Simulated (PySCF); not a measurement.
CH7GaN2. Atoms are numbered in the order given.

```xyz
11

Ga     0.0011     0.0025     0.0021
C     -1.4084    -1.3443    -0.2622
H     -1.1286    -2.0332    -1.0760
H     -2.3630    -0.8679    -0.5347
H     -1.5639    -1.9421     0.6493
N      0.0059     1.5941    -0.8948
H     -0.6341     1.8038    -1.6547
H      0.7745     2.2578    -0.8737
N      1.3949    -0.2581     1.1533
H      2.0920     0.4465     1.3751
H      1.4335    -1.0286     1.8133
```

Geometry optimised at TPSSh-D3(BJ)/def2-SVP. The structure was generated by enumeration; whether it is a known compound was not checked. One conformer was computed; it need not be the lowest.

Computed with PBE/pcSseg-1 run with PySCF.

GIAO shieldings, no solvent; atoms listed in one row are averaged. δ = σ(ref) − σ: ¹³C against TMS (σ = 182.0 ppm); ¹H against TMS (σ = 31.49 ppm); ¹⁵N against NH3 (σ = 267.0 ppm), references at their B3LYP-D3(BJ)/def2-TZVP geometries, non-relativistic.

Question: Estimate the chemical shifts. (The exact figures need the calculation; the answer reports its results.)

Answer: 
| nucleus | atoms | count | δ (ppm) |
|---|---|---|---|
| ¹³C | C2 | 1 | -10.0 |
| ¹H | H11, H7 | 2 | 1.33 |
| ¹H | H10 | 1 | 1.22 |
| ¹H | H8 | 1 | 1.20 |
| ¹H | H3, H4, H5 | 3 | 0.25 |
| ¹⁵N | N6, N9 | 2 | 39.2 |
